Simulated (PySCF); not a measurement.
C6H8NOP.
SMILES: `C#CCP(CO)CC#N`

Closed-shell single points with PySCF (density fitting; grid level 2 and gas phase unless stated) on one GFN2-xTB geometry.

Task: Rank these settings by the number of (spherical) basis functions, lowest first.
A. PBE0/IGLO-II, fitting basis def2-qzvpp-jkfit
B. PBE0/def2-SVPD
C. OPBE/pcSseg-1

Result: C (200), B (251), A (259).

Task: Rank these settings by the dipole moment, lowest first.
A. OPBE/pcSseg-1
B. PBE0/def2-SVPD
C. PBE0/IGLO-II, fitting basis def2-qzvpp-jkfit

Result: A (2.83 D), C (2.90 D), B (3.07 D).

All figures of these runs:

| settings | basis functions | SCF cycles | E (Eh) | HOMO (eV) | LUMO (eV) | dipole (D) |
| --- | --- | --- | --- | --- | --- | --- |
| PBE0/IGLO-II, fitting basis def2-qzvpp-jkfit | 259 | 11 | -704.2016 | -7.45 | -0.10 | 2.90 |
| OPBE/pcSseg-1 | 200 | 17 | -704.4181 | -6.24 | -0.90 | 2.83 |
| PBE0/def2-SVPD | 251 | 14 | -703.7734 | -7.51 | -0.28 | 3.07 |

Cycle counts include a coarse-grid stage where the run had one.

The values belong to the conformer `[CH:1]#[C:2][CH2:3][P:4]([CH2:5][OH:6])[CH2:7][C:8]#[N:9]`: C2–C3–P4–C5 166°, C3–P4–C5–O6 71°, C3–P4–C7–C8 167°, H–O6–C5–P4 69°.
